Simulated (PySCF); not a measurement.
# Radial density of Tl³⁺ (thallium, charge +3)

UHF, [Xe] 4f14 5d10, closed-shell 1S. Computed with PySCF 2.14 in aug-cc-pVTZ-PP with one added diffuse shell each of d, f type with ECP60MDF (6s5p5d3f, 67 functions), with a scalar-relativistic core potential. This is the valence pseudo-density: the core potential removes the inner electrons and smooths the orbitals near the nucleus.

```json
{"r (bohr)": "0.0321", "4πr²ρ (e/bohr)": "1.365e-05"}
{"r (bohr)": "0.0540", "4πr²ρ (e/bohr)": "2.411e-05"}
{"r (bohr)": "0.0909", "4πr²ρ (e/bohr)": "9.183e-05"}
{"r (bohr)": "0.153", "4πr²ρ (e/bohr)": "0.0009479"}
{"r (bohr)": "0.257", "4πr²ρ (e/bohr)": "0.02123"}
{"r (bohr)": "0.433", "4πr²ρ (e/bohr)": "0.9796"}
{"r (bohr)": "0.728", "4πr²ρ (e/bohr)": "14.15"}
{"r (bohr)": "1.22", "4πr²ρ (e/bohr)": "15.27"}
{"r (bohr)": "2.06", "4πr²ρ (e/bohr)": "2.411"}
{"r (bohr)": "3.46", "4πr²ρ (e/bohr)": "0.05633"}
```

Energies and moments cover only the electrons outside the core potential. Spin-orbit coupling, which splits the p, d and f shells strongly at this Z, is absent.
